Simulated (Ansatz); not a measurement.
Program: Ansatz 0.2.0.

C2H7FSSi, SMILES `FC[SiH2]CS` at its PBE0-D4/def2-TZVP geometry, where that method's forces vanish. Total charge 0; spin multiplicity 1.

| atom | x (Å) | y (Å) | z (Å) |
| --- | --- | --- | --- |
| F1 | -1.1247 | 1.1204 | -1.7999 |
| C2 | -0.2980 | 1.5018 | -0.7429 |
| Si3 | 0.8277 | 0.0540 | -0.2809 |
| C4 | -0.2259 | -1.4039 | 0.2511 |
| S5 | -1.1525 | -1.0324 | 1.7653 |
| H6 | 0.2739 | 2.3810 | -1.0570 |
| H7 | -0.9350 | 1.7900 | 0.0990 |
| H8 | 1.6746 | -0.3073 | -1.4508 |
| H9 | 1.7025 | 0.4749 | 0.8492 |
| H10 | 0.3454 | -2.3274 | 0.3616 |
| H11 | -0.9853 | -1.5812 | -0.5154 |
| H12 | -0.1027 | -0.6699 | 2.5208 |

Problem. For each bond, give half the difference of the two atoms' forces along it (eV/Å; positive pushes the atoms apart) under PBE-D4, r2SCAN-D4, B3LYP-D4, ωB97M-V in def2-TZVPP. (An estimate is asked.)

Solution. The calculation gave: 
| bond | length (Å) | PBE-D4 | r2SCAN-D4 | B3LYP-D4 | ωB97M-V |
| --- | --- | --- | --- | --- | --- |
| F1–C2 | 1.395 | 0.50 | 0.38 | 0.44 | 0.32 |
| C2–Si3 | 1.891 | -0.06 | -0.06 | 0.04 | -0.01 |
| C2–H6 | 1.095 | 0.07 | -0.06 | -0.13 | -0.11 |
| C2–H7 | 1.094 | 0.09 | -0.05 | -0.13 | -0.12 |
| Si3–C4 | 1.876 | -0.01 | -0.02 | 0.06 | 0.03 |
| Si3–H8 | 1.489 | 0.07 | -0.03 | -0.13 | -0.14 |
| Si3–H9 | 1.490 | 0.06 | -0.03 | -0.10 | -0.10 |
| C4–S5 | 1.814 | 0.18 | 0.20 | 0.31 | 0.15 |
| C4–H10 | 1.091 | 0.09 | -0.04 | -0.10 | -0.09 |
| C4–H11 | 1.094 | 0.12 | -0.03 | -0.11 | -0.08 |
| S5–H12 | 1.343 | 0.26 | 0.01 | -0.03 | -0.11 |

B3LYP here is the variant with VWN-RPA as its local correlation; programs differ in this.
